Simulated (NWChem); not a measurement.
Everything below was run with NWChem. System: H3Sb, charge 0, spin multiplicity 1, at the geometry of a parent with another charge or spin, in a state set for the comparison that need not be this species' ground state. Level: PBE0/x2c-SVPall-2c, scalar ZORA.

Job file:

```
start mol
memory heap 200 mb stack 900 mb global 1100 mb
geometry units angstroms nocenter noautoz noautosym
  Sb    -0.040145     0.022578     0.000000
  H      0.601939     0.160834     1.793603
  H      0.843522    -1.473141     0.000000
  H      0.601939     0.160834    -1.793603
end
basis spherical
  * library x2c-svpall-2c
end
relativistic
  zora on
end
dft
  xc pbe0
  semidirect memsize 60000000 filesize 0
  iterations 100
  grid fine
end
task dft energy
```

Output (cleaned and shortened):

```
             Northwest Computational Chemistry Package (NWChem) 7.3.0
             --------------------------------------------------------

                                NWChem Input Module
                                -------------------

 Scaling coordinates for geometry "geometry" by  1.889725989
 (inverse scale =  0.529177249)

                             Geometry "geometry" -> ""
                             -------------------------

 Output coordinates in angstroms (scale by  1.889725989 to convert to a.u.)

  No.       Tag          Charge          X              Y              Z
 ---- ---------------- ---------- -------------- -------------- --------------
    1 Sb                  51.0000    -0.04014500     0.02257800     0.00000000
    2 H                    1.0000     0.60193900     0.16083400     1.79360300
    3 H                    1.0000     0.84352200    -1.47314100     0.00000000
    4 H                    1.0000     0.60193900     0.16083400    -1.79360300

 Effective nuclear repulsion energy (a.u.)      44.3750531912

            Nuclear Dipole moment (a.u.)
            ----------------------------
        X                 Y               Z
 ---------------- ---------------- ----------------
     0.0000094486     0.0000094486     0.0000000000


 Summary of "ao basis" -> "" (spherical)
 ------------------------------------------------------------------------------
       Tag                 Description            Shells   Functions and Types
 ---------------- ------------------------------  ------  ---------------------
 *                       x2c-svpall-2c                on all atoms

                                 NWChem DFT Module
                                 -----------------

 Summary of "ao basis" -> "ao basis" (spherical)
 ------------------------------------------------------------------------------
       Tag                 Description            Shells   Functions and Types
 ---------------- ------------------------------  ------  ---------------------
 Sb                      x2c-svpall-2c              18       50   6s8p4d
 H                       x2c-svpall-2c               3        5   2s1p

 Summary of "ao basis" -> "ao basis" (spherical)
 ------------------------------------------------------------------------------
       Tag                 Description            Shells   Functions and Types
 ---------------- ------------------------------  ------  ---------------------
 Sb                      x2c-svpall-2c              18       50   6s8p4d
 H                       x2c-svpall-2c               3        5   2s1p

            General Information
            -------------------
          SCF calculation type: DFT
          Wavefunction type:  closed shell.
          No. of atoms     :     4
          No. of electrons :    54
           Alpha electrons :    27
            Beta electrons :    27
          Charge           :     0
          Spin multiplicity:     1
          Use of symmetry is: off; symmetry adaption is: off
          Maximum number of iterations: 100
          AO basis - number of functions:    65
                     number of shells:    27
          Convergence on energy requested:  1.00D-06
          Convergence on density requested:  1.00D-05
          Convergence on gradient requested:  5.00D-04

              XC Information
              --------------
                         PBE0 Method XC Functional
                     Hartree-Fock (Exact) Exchange  0.250
          PerdewBurkeErnzerhof Exchange Functional  0.750
[...]
 d= 0,ls=0.0,diis     2  -6555.3049502075 -3.21D+00  2.61D-02  1.84D+01     5.4
 Grid integrated density:      54.000006094556
 Requested integration accuracy:   0.10E-06
 d= 0,ls=0.0,diis     3  -6555.3572955463 -5.23D-02  1.57D-02  1.54D+00     5.5
 Grid integrated density:      54.000005781256
 Requested integration accuracy:   0.10E-06
 d= 0,ls=0.0,diis     4  -6555.3839009880 -2.66D-02  5.76D-03  6.14D-02     5.7
 d= 0,ls=0.0,diis     5  -6555.3916107068 -7.71D-03  1.13D-03  1.90D-03     5.9
  Resetting Diis
 d= 0,ls=0.0,diis     6  -6555.3920386449 -4.28D-04  1.23D-04  1.37D-05     6.1
 d= 0,ls=0.0,diis     7  -6555.3920425953 -3.95D-06  1.90D-05  3.95D-07     6.3
 d= 0,ls=0.0,diis     8  -6555.3920426553 -6.00D-08  1.17D-05  1.38D-07     6.4
 d= 0,ls=0.0,diis     9  -6555.3920426891 -3.37D-08  2.64D-06  1.59D-08     6.6
(nogshift,skip_gshiftAOev,done_Fji)=( 1,F,F)

         Total DFT energy =    -6555.392042689088
      One electron energy =    -9064.372669958258
           Coulomb energy =     2637.373818066532
    Exchange-Corr. energy =     -172.768243988565
 Nuclear repulsion energy =       44.375053191203

       Scaling correction =       93.478466175452

 Numeric. integr. density =       54.000001468865

     Total iterative time =      3.1s

                       DFT Final Molecular Orbital Analysis
                       ------------------------------------

 Vector   25  Occ=2.000000D+00  E=-3.674480D-01
              MO Center=  3.8D-01,  1.1D-01, -1.5D-07, r^2= 3.2D+00
   Bfn.  Coefficient  Atom+Function         Bfn.  Coefficient  Atom+Function
  ----- ------------  ---------------      ----- ------------  ---------------
    24      0.316470  1 Sb pz                51      0.290856  2 H  s
    61     -0.290856  4 H  s                 15     -0.282156  1 Sb pz
    21      0.273671  1 Sb pz                52      0.170547  2 H  s
    62     -0.170547  4 H  s                 12      0.140164  1 Sb pz
    39      0.060251  1 Sb d  1              44     -0.054523  1 Sb d  1

 Vector   26  Occ=2.000000D+00  E=-3.280643D-01
              MO Center=  3.8D-01, -5.1D-01,  1.7D-07, r^2= 2.6D+00
   Bfn.  Coefficient  Atom+Function         Bfn.  Coefficient  Atom+Function
  ----- ------------  ---------------      ----- ------------  ---------------
    56      0.380491  3 H  s                 23     -0.329087  1 Sb py
    14      0.279454  1 Sb py                20     -0.270611  1 Sb py
    57      0.244797  3 H  s                  5     -0.200397  1 Sb s
     4      0.150184  1 Sb s                 11     -0.134959  1 Sb py
     6     -0.120963  1 Sb s                 22      0.105451  1 Sb px

 Vector   27  Occ=2.000000D+00  E=-2.441942D-01
              MO Center= -1.0D-01,  1.3D-02, -1.3D-08, r^2= 3.2D+00
   Bfn.  Coefficient  Atom+Function         Bfn.  Coefficient  Atom+Function
  ----- ------------  ---------------      ----- ------------  ---------------
    22      0.474625  1 Sb px                 5     -0.369198  1 Sb s
    13     -0.300145  1 Sb px                19      0.281822  1 Sb px
     4      0.266446  1 Sb s                 52      0.240671  2 H  s
    62      0.240671  4 H  s                  6     -0.237360  1 Sb s
    51      0.223963  2 H  s                 61      0.223963  4 H  s

 Vector   28  Occ=0.000000D+00  E=-9.774205D-02
              MO Center=  3.3D-01,  1.9D-01, -1.3D-07, r^2= 3.5D+00
   Bfn.  Coefficient  Atom+Function         Bfn.  Coefficient  Atom+Function
  ----- ------------  ---------------      ----- ------------  ---------------
    23      0.485850  1 Sb py                22      0.469070  1 Sb px
    52     -0.433133  2 H  s                 62     -0.433133  4 H  s
     5      0.266359  1 Sb s                  6      0.262295  1 Sb s
    51     -0.234198  2 H  s                 61     -0.234198  4 H  s
    14     -0.207222  1 Sb py                13     -0.195436  1 Sb px

 Vector   29  Occ=0.000000D+00  E= 2.705142D-02
              MO Center=  3.3D-01, -4.5D-01,  1.9D-07, r^2= 4.0D+00
   Bfn.  Coefficient  Atom+Function         Bfn.  Coefficient  Atom+Function
  ----- ------------  ---------------      ----- ------------  ---------------
    57      1.157257  3 H  s                 23      0.881334  1 Sb py
    22     -0.651735  1 Sb px                 5     -0.603765  1 Sb s
     6     -0.512196  1 Sb s                  4      0.332271  1 Sb s
    52      0.299930  2 H  s                 62      0.299929  4 H  s
    56      0.267873  3 H  s                 14     -0.193788  1 Sb py

 Vector   30  Occ=0.000000D+00  E= 4.081578D-02
              MO Center=  6.1D-02,  3.0D-02, -9.0D-08, r^2= 4.5D+00
   Bfn.  Coefficient  Atom+Function         Bfn.  Coefficient  Atom+Function
  ----- ------------  ---------------      ----- ------------  ---------------
    24      1.279440  1 Sb pz                52     -0.856286  2 H  s
    62      0.856286  4 H  s                 15     -0.322509  1 Sb pz
    21      0.270202  1 Sb pz                51     -0.196962  2 H  s
    61      0.196962  4 H  s                 12      0.137397  1 Sb pz
    39     -0.096941  1 Sb d  1              44      0.093618  1 Sb d  1

 center of mass
 --------------
 x =  -0.04254778 y =   0.02392947 z =   0.00000000

 moments of inertia (a.u.)
 ------------------
          31.301794180515           4.040531875637           0.000000000000
           4.040531875637          28.796440583737           0.000000000000
           0.000000000000           0.000000000000          13.786032489079

     Multipole analysis of the density
     ---------------------------------

     L   x y z        total         alpha         beta         nuclear
     -   - - -        -----         -----         ----         -------
     0   0 0 0     -0.000000    -27.000000    -27.000000     54.000000

     1   1 0 0      0.054048      0.027019      0.027019      0.000009
     1   0 1 0      0.153601      0.076796      0.076796      0.000009
     1   0 0 1     -0.000000     -0.000000     -0.000000      0.000000

     2   2 0 0    -23.073046    -14.247645    -14.247645      5.422244
     2   1 1 0      0.266974      2.089052      2.089052     -3.911131
     2   1 0 1     -0.000000     -0.000000     -0.000000      0.000000
     2   0 2 0    -21.672766    -14.850041    -14.850041      8.027316
     2   0 1 1      0.000000      0.000000      0.000000      0.000000
     2   0 0 2    -22.253929    -22.615120    -22.615120     22.976312

 Task  times  cpu:        6.6s     wall:        6.6s

 Total times  cpu:        6.7s     wall:        6.7s
```
